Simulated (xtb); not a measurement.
xtb input (GFN2-xTB):

```bash
xtb mol.xyz --gfn 2 --ohess tight --chrg -1 --uhf 0
```
mol.xyz:
```
5

B      0.20524813    -0.00864752    -0.68595425
H     -0.35452029     1.01591058    -1.03736924
H     -0.36344346    -1.03848126    -1.05374608
C      0.27160513     0.02349057     0.78277572
O      0.21210778    -0.02000219     1.96325301
```

Output:

```
           -------------------------------------------------
          |                Calculation Setup                |
           -------------------------------------------------

           -------------------------------------------------
          |                 G F N 2 - x T B                 |
           -------------------------------------------------

        Reference                      10.1021/acs.jctc.8b01176
      * Hamiltonian:
        H0-scaling (s, p, d)           1.850000    2.230000    2.230000
        zeta-weighting                 0.500000
      * Dispersion:
        s8                             2.700000
        a1                             0.520000
        a2                             5.000000
        s9                             5.000000
      * Repulsion:
        kExp                           1.500000    1.000000
        rExp                           1.000000
      * Coulomb:
        alpha                          2.000000
        third order                    shell-resolved
        anisotropic                    true
        a3                             3.000000
        a5                             4.000000
        cn-shift                       1.200000
        cn-exp                         4.000000
        max-rad                        5.000000

          ...................................................
          :                      SETUP                      :
          :.................................................:
          :  # basis functions                  14          :
          :  # atomic orbitals                  14          :
          :  # shells                            8          :
          :  # electrons                        16          :
          :  max. iterations                   250          :
          :  Hamiltonian                  GFN2-xTB          :
          :  restarted?                      false          :
          :  GBSA solvation                  false          :
          :  PC potential                    false          :
          :  electronic temp.          300.0000000     K    :
          :  accuracy                    1.0000000          :
          :  -> integral cutoff          0.2500000E+02      :
          :  -> integral neglect         0.1000000E-07      :
          :  -> SCF convergence          0.1000000E-05 Eh   :
          :  -> wf. convergence          0.1000000E-03 e    :
          :  Broyden damping             0.4000000          :
          :  net charge                         -1          :
          :  unpaired electrons                  0          :
          ...................................................

 iter      E             dE          RMSdq      gap      omega  full diag
   1     -8.5493055 -0.854931E+01  0.115E+01    1.41       0.0  T
   2     -8.5895637 -0.402582E-01  0.757E+00    2.20       1.0  T
   3     -8.4438375  0.145726E+00  0.679E+00    0.95       1.0  T
   4     -8.6244035 -0.180566E+00  0.206E+00    1.78       1.0  T
   5     -8.6346178 -0.102143E-01  0.152E+00    1.43       1.0  T
   6     -8.6359911 -0.137326E-02  0.713E-01    1.44       1.0  T
[...]
                xx          xy          yy          xz          yz          zz
 q only:        5.747       0.001       3.384      -2.744       0.015      -9.131
  q+dip:        4.606       0.002       3.730      -2.384       0.015      -8.336
   full:        4.997       0.002       4.584      -2.688       0.017      -9.581

           -------------------------------------------------
          |                Geometry Summary                 |
           -------------------------------------------------

      molecular mass/u    :       40.8370504
   center of mass at/Å    :        0.1441725      -0.0044902       0.8298782
  moments of inertia/u·Å² :        0.2201089E+01   0.5367399E+02   0.5587505E+02
rotational constants/cm⁻¹ :        0.7658771E+01   0.3140745E+00   0.3017023E+00

 * 3 selected distances

     #   Z          #   Z                                           value/Å
     1   5 B        2   1 H                                       1.2080525 (min)
     1   5 B        3   1 H                                       1.2085532
     1   5 B        4   6 C                                       1.3969613 (max)

 * 2 distinct bonds (by element types)

   Z      Z             #   av. dist./Å        max./Å        min./Å
   1 H    5 B           2     1.2083028     1.2085532     1.2080525
   5 B    6 C           1     1.3969613     1.3969613     1.3969613

           -------------------------------------------------
          |               Frequency Printout                |
           -------------------------------------------------
 projected vibrational frequencies (cm⁻¹)
eigval :       -0.00    -0.00    -0.00    -0.00     0.00     0.00
eigval :      274.61   303.39   640.83   760.62   983.75  1199.67
eigval :     1957.61  2197.94  2281.10
 reduced masses (amu)
   1: 13.41   2: 14.58   3:  2.06   4:  8.29   5: 10.06   6: 13.56   7:  8.39   8: 12.35
   9:  3.15  10:  6.51  11:  5.63  12:  8.59  13: 11.49  14:  2.03  15:  2.42
 IR intensities (km·mol⁻¹)
   1: 19.74   2: 11.64   3:  2.51   4: 14.96   5: 23.19   6:  2.00   7: 13.84   8:  8.45
   9: 61.63  10:  3.32  11:  7.61  12:213.54  13:866.17  14:584.10  15:180.09
 Raman intensities (Ä⁴*amu⁻¹)
   1:  0.00   2:  0.00   3:  0.00   4:  0.00   5:  0.00   6:  0.00   7:  0.00   8:  0.00
   9:  0.00  10:  0.00  11:  0.00  12:  0.00  13:  0.00  14:  0.00  15:  0.00
 output can be read by thermo (or use thermo option).
 writing <g98.out> molden fake output.
 recommended (thermochemical) frequency scaling factor: 1.0
           -------------------------------------------------
          |             Thermodynamic Functions             |
           -------------------------------------------------

c2v symmetry found (for desy threshold:  0.10E+00) used in thermo

          ...................................................
          :                      SETUP                      :
          :.................................................:
          :  # frequencies                           9      :
          :  # imaginary freq.                       0      :
          :  linear?                             false      :
Note: The following floating-point exceptions are signalling: IEEE_DENORMAL
normal termination of xtb
          :  only rotor calc.                    false      :
          :  symmetry                              c2v      :
          :  rotational number                       2      :
          :  scaling factor                  1.0000000      :
          :  rotor cutoff                   50.0000000 cm⁻¹ :
          :  imag. cutoff                  -20.0000000 cm⁻¹ :
          :.................................................:

    mode    ω/cm⁻¹     T·S(HO)/kcal·mol⁻¹    T·S(FR)/kcal·mol⁻¹   T·S(vib)
   ------------------------------------------------------------------------
       1    274.61    -0.46721 ( 99.89%)    -0.55147 (  0.11%)    -0.46730
   ------------------------------------------------------------------------

   temp. (K)  partition function   enthalpy   heat capacity  entropy
                                   cal/mol     cal/K/mol   cal/K/mol   J/K/mol
 298.15  VIB   1.93                  724.997      5.675      3.736
         ROT  0.310E+04              888.752      2.981     18.959
         INT  0.598E+04             1613.749      8.656     22.695
         TR   0.252E+27             1481.254      4.968     37.032
         TOT                        3095.0032    13.6238    59.7267   249.8964

       T/K    H(0)-H(T)+PV         H(T)/Eh          T*S/Eh         G(T)/Eh
   ------------------------------------------------------------------------
    298.15    0.493220E-02    0.290797E-01    0.283781E-01    0.701583E-03
   ------------------------------------------------------------------------

         :::::::::::::::::::::::::::::::::::::::::::::::::::::
         ::                  THERMODYNAMIC                  ::
         :::::::::::::::::::::::::::::::::::::::::::::::::::::
         :: total free energy          -8.578517883250 Eh   ::
         ::.................................................::
         :: total energy               -8.579219466312 Eh   ::
         :: zero point energy           0.024147448585 Eh   ::
         :: G(RRHO) w/o ZPVE           -0.023445865524 Eh   ::
         :: G(RRHO) contrib.            0.000701583062 Eh   ::
         :::::::::::::::::::::::::::::::::::::::::::::::::::::

optimized geometry written to: xtbopt.xyz

           -------------------------------------------------
          | TOTAL ENERGY               -8.579219466312 Eh   |
          | TOTAL ENTHALPY             -8.550139816159 Eh   |
          | TOTAL FREE ENERGY          -8.578517883250 Eh   |
          | GRADIENT NORM               0.000296702608 Eh/α |
          | HOMO-LUMO GAP               1.570471084939 eV   |
           -------------------------------------------------

------------------------------------------------------------------------
------------------------------------------------------------------------
 total:
 SCF:
 ANC optimizer:
 analytical hessian:
```

It need not be the lowest isomer of its formula. Whether it binds its extra electron was not tested at this geometry.
